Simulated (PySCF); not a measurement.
Species: C₆H₆ClP.
Atom-mapped SMILES: `[PH2:1][c:2]1[cH:3][cH:4][c:5]([Cl:6])[cH:7][cH:8]1` (hydrogens: H9, H10 on P1; H11 on C3; H12 on C4; H13 on C7; H14 on C8)

Computed with PySCF at CAM-B3LYP/def2-SVPD, non-relativistic, on one gas-phase PBE0-D3(BJ)/def2-SVP geometry that isn't relaxed in the solvent. The solvent is an IEF-PCM continuum (van der Waals radii × 1.2), and excitations are vertical TDDFT with non-equilibrium linear response and a frozen core. Only the electrostatic response of the medium enters.

Gas-phase singlets (H = HOMO, L = LUMO):

```json
{"state": "S1", "E (eV)": "4.981", "λ (nm)": "249", "f": "0.002", "leading configurations": "H→L+1 64%, H-1→L 16%, H→L 14%"}
{"state": "S2", "E (eV)": "5.422", "λ (nm)": "229", "f": "0.330", "leading configurations": "H→L 74%, H→L+1 15%"}
{"state": "S3", "E (eV)": "6.049", "λ (nm)": "205", "f": "0.007", "leading configurations": "H→L+2 83%"}
{"state": "S4", "E (eV)": "6.264", "λ (nm)": "198", "f": "0.037", "leading configurations": "H-1→L 38%, H-2→L+1 15%, H→L+1 14%"}
{"state": "S5", "E (eV)": "6.553", "λ (nm)": "189", "f": "0.255", "leading configurations": "H-1→L+1 36%, H-2→L 19%, H→L+3 10%"}
```

Problem. What are the lowest 5 singlets in dimethylsulfoxide (ε = 46.83)?

Solution. 
```
state  E (eV)  λ (nm)      f             leading configurations  change by rank (eV)
   S1   5.025     247  0.003               H→L+1 74%, H-1→L 20%               +0.044
   S2   5.371     231  0.487                            H→L 91%               -0.051
   S3   6.149     202  0.025                          H→L+2 77%               +0.100
   S4   6.211     200  0.100  H-1→L 55%, H→L+1 20%, H-2→L+1 11%               -0.053
   S5   6.468     192  0.513   H-1→L+1 67%, H-2→L 12%, H→L+2 8%               -0.085
```

Problem. The ground-state energy changes by -0.163 eV from gas to dimethylsulfoxide. By how much does the total energy of gas-phase S1 change?

Solution. E(S1) = E(S0) + excitation energy, so it changes by -0.163 + 0.044 = -0.119 eV: it is lowered less than the ground state, which is what a blue shift means. This is the vertical state, with the slow part of the continuum still set for S0.

Problem. How do the frontier levels move from gas to dimethylsulfoxide?

Solution. 
```
orbital  gas (eV)  solvent (eV)  change (eV)                   Löwdin shares, gas               Löwdin shares, solvent
 LUMO+2      1.05          1.27        +0.22    P1 22 %, Cl6 12 %, C3 8 %, C8 8 %    Cl6 21 %, P1 20 %, C8 8 %, C3 8 %
 LUMO+1      0.20          0.37        +0.17   C3 20 %, C7 19 %, C8 11 %, C4 11 %   C3 18 %, C7 18 %, C8 15 %, C4 15 %
   LUMO      0.18          0.30        +0.12   C2 18 %, C5 17 %, C8 15 %, C4 14 %   C2 20 %, C5 20 %, C8 11 %, C4 10 %
   HOMO     -7.94         -7.86        +0.08  P1 26 %, C2 16 %, C5 14 %, Cl6 12 %  P1 27 %, C2 16 %, C5 14 %, Cl6 11 %
 HOMO-1     -9.06         -8.91        +0.15   C7 20 %, C4 20 %, C3 20 %, C8 20 %   C7 20 %, C4 20 %, C3 20 %, C8 20 %
 HOMO-2     -9.52         -9.44        +0.08   P1 38 %, Cl6 18 %, C2 13 %, C5 7 %   P1 38 %, Cl6 16 %, C2 14 %, C5 8 %
 HOMO-3    -10.46        -10.53        -0.07                    Cl6 78 %, C5 10 %    Cl6 75 %, C5 10 %, C7 4 %, C4 4 %
```

The HOMO–LUMO gap goes from 8.12 to 8.16 eV.

Hardware: Arm Neoverse V2, one thread, shared host with 192 logical CPUs at a one-minute load of 16. Cost: 33 s wall, 1.2 GiB resident at most. This is the whole response run at CAM-B3LYP/def2-SVPD in dimethylsulfoxide, SCF included.

Conformer computed: `[PH2:1][c:2]1[cH:3][cH:4][c:5]([Cl:6])[cH:7][cH:8]1`: H–P1–C2–C3 43°, H–P1–C2–C3 137°.
